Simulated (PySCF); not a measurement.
A structure optimised at B3LYP-D3(BJ)/def2-TZVP, used in a PySCF frequency run:

```
Si
O 1 1.5046
F 1 1.5705 2 127.64
F 1 1.5705 2 127.64 3 180.00
```

Problem. Write its SMILES, formula and point group.

Solution. O=[Si](F)F, F2OSi, C2v

Problem. What are its rotational constants (standard atomic weights)?

Solution. 8.5997, 7.2916, 3.9459 GHz
